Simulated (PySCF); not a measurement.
**Simulated characterisation data**

[PySCF 2.14: PBE0/pcSseg-1 with gauge-including orbitals; GFN2-xTB structure; single conformer; fast rotation and ring inversion assumed for equivalent nuclei; in vacuum; no relativistic terms]

Shifts are taken against calculated references (same method and geometry level): $^{1}$H (σref 31.72) and $^{13}$C (σref 186.93) against TMS. Where no couplings were computed, multiplicities follow the n + 1 count of equivalent neighbours, and m marks all less simple cases (inequivalent or close neighbours, rings, F or P nearby). Shifts are as computed. Against solution values, carbons near 30 ppm lie about +3 ppm off and those near 130 ppm about +5 ppm. Of 1309 compounds with measured shifts, 239 miss one by over three times the rms of a fit or turn the order of signals round; such compounds aren't used in these exercises. OH and NH positions are gas-phase values without hydrogen bonding to other molecules.

**1.** `[H]/N=C/[SiH2]C1CCC1`, C$_{5}$H$_{11}$NSi. $^{1}$H NMR (600 MHz, computed): δ 12.94 (br s, 1H), 9.36 (t, 1H), 4.43 (m, 2H), 2.53 (m, 2H), 2.29 (m, 1H), 2.21 (m, 1H), 1.97 (m, 1H), 1.76 (m, 2H). $^{13}$C{$^{1}$H} NMR (computed): δ 191.0 (CH), 23.6 (CH2), 20.5 (CH2), 13.8 (CH).

**2.** SMILES CC1=C[C@H](C)N[SiH2]1, C$_{5}$H$_{11}$NSi. $^{1}$H NMR (600 MHz, computed): δ 6.68 (d, 1H), 5.48 (m, 1H), 5.34 (m, 1H), 4.32 (m, 1H), 2.13 (s, 3H), 1.07 (d, 3H), -0.09 (br s, 1H). $^{13}$C{$^{1}$H} NMR (computed): δ 155.0 (CH), 141.6 (C), 64.0 (CH), 28.3 (CH3), 21.4 (CH3).
